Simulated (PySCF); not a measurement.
Assigning NMR signals

Bonds (- single, = double, # triple, : aromatic): C1-C2, C2-Si3, C2-Si4, Si4-C5, C5#C6, C6-Si7. C1 carries H8, H9, H10; C2 carries H11; Si3 carries H12, H13, H14; Si4 carries H15, H16; Si7 carries H17, H18, H19. Stereochemistry as in C[C@H]([SiH3])[SiH2]C#C[SiH3]. H15 is pro-R; H16 is pro-S.

Computed data (PySCF 2.14.0 with density-fitted response routines): NMR shieldings at PBE0/pcSseg-1/GIAO, geometry: GFN2-xTB. Isolated molecule, one averaged value for each set of equivalent atoms, relativity neglected, single conformer.

Shifts are taken against calculated references (same method and geometry level): TMS for ¹³C, ¹H.

Q: Assign these signals to the numbered atoms. ¹³C{¹H} NMR (computed): δ 119.0, 114.6, 14.3, 1.9.

A: 
119.0 → C5, alkyne carbon
114.6 → C6, alkyne carbon
14.3 → C1, methyl carbon: aliphatic region, no heteroatom directly attached
1.9 → C2, sp3 CH bonded to 2 Si: an electropositive neighbour leaves it electron-rich and shielded

Q: Assign these signals to the numbered atoms. ¹H NMR (400 MHz, computed): δ 4.52 (m, 1H), 4.28 (m, 1H), 4.24 (s, 3H), 4.02 (d, 3H), 1.27 (d, 3H), 0.51 (m, 1H).

A: 
| δ (ppm) | atoms | environment | reason |
| --- | --- | --- | --- |
| 4.52 | H15 | hydrogen on a silicon bonded to 2 C | – |
| 4.28 | H16 | hydrogen on a silicon bonded to 2 C | – |
| 4.24 | H17/H18/H19 | hydrogen on a silicon bonded to C | – |
| 4.02 | H12/H13/H14 | hydrogen on a silicon bonded to C | – |
| 1.27 | H8/H9/H10 | hydrogen on a methyl carbon | – |
| 0.51 | H11 | hydrogen on an sp3 CH bonded to 2 Si | an electropositive neighbour shields it, as in TMS itself |

H16 and H17/H18/H19 lie closer than the usual error of such a calculation, so a measured spectrum could show them in the other order.

Shifts are as computed. Against solution values, carbons near 30 ppm lie about +3 ppm off and those near 130 ppm about +5 ppm. Of 1211 compounds with measured shifts, 218 miss one by over three times the rms of a fit or turn the order of signals round; such compounds aren't used in these exercises. No couplings were computed; multiplicities are counted from neighbouring protons, with m where these are inequivalent, close in shift, in a saturated or five-membered ring or joined by F or P, and br s for small geminal =CH2 splittings.
